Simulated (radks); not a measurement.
F, 9 electrons, occupied as [He] 2s2 2p5. Method: non-relativistic Kohn-Sham, SCAN, spin-unpolarised, spherical densities, point nucleus; meta-GGA in the generalised Kohn-Sham scheme; computed with a radial shooting solver on a logarithmic mesh with Libxc functionals.

Normalised radial functions P(r) = r R(r), r in bohr:

r            1s      2p
0.01292  0.5948  0.0034
0.01445  0.6562  0.0042
0.01604  0.7178  0.0051
0.01779  0.7840  0.0062
0.01974  0.8549  0.0076
0.02191  0.9303  0.0093
0.02431  1.0103  0.0113
0.02719  1.1013  0.0140
0.03017  1.1899  0.0170
0.03347  1.2818  0.0206
0.03714  1.3765  0.0249
0.04121  1.4728  0.0301
0.04573  1.5698  0.0364
0.05115  1.6732  0.0445
0.05676  1.7664  0.0535
0.06298  1.8548  0.0641
0.06988  1.9362  0.0766
0.07754  2.0079  0.0913
0.08673  2.0712  0.1100
0.09623  2.1142  0.1301
0.1068   2.1389  0.1534
0.1185   2.1429  0.1801
0.1315   2.1237  0.2104
0.1459   2.0798  0.2445
0.1632   2.0037  0.2857
0.1811   1.9064  0.3280
0.2009   1.7849  0.3740
0.2229   1.6418  0.4232
0.2473   1.4802  0.4767
0.2745   1.3067  0.5319
0.307    1.1119  0.5934
0.3406   0.9310  0.6509
0.378    0.7571  0.7069
0.4194   0.5970  0.7598
0.4653   0.4560  0.8076
0.5205   0.3255  0.8510
0.5775   0.2281  0.8818
0.6408   0.1538  0.9015
0.7111   0.0985  0.9084
0.789    0.0595  0.9017
0.8755   0.0338  0.8812
0.9792   0.0170  0.8446
1.087    0.0083  0.7981
1.206    0.0038  0.7415
1.338    0.0016  0.6769
1.484    0.0006  0.6066
1.647    0.0002  0.5331
1.842    0.0001  0.4533
2.044    0.0000  0.3818
2.268    0.0000  0.3137
2.517    0.0000  0.2509
2.793    0.0000  0.1952
3.099    0.0000  0.1473
3.466    0.0000  0.1047
3.846    0.0000  0.0734
4.268    0.0000  0.0495

1s: eigenvalue -668.92 eV, 0 radial nodes, <r> = 0.176 bohr, 90 % of the charge inside 0.315 bohr. 2p: eigenvalue -11.572 eV, 0 radial nodes, <r> = 1.10 bohr, 90 % of the charge inside 1.93 bohr.
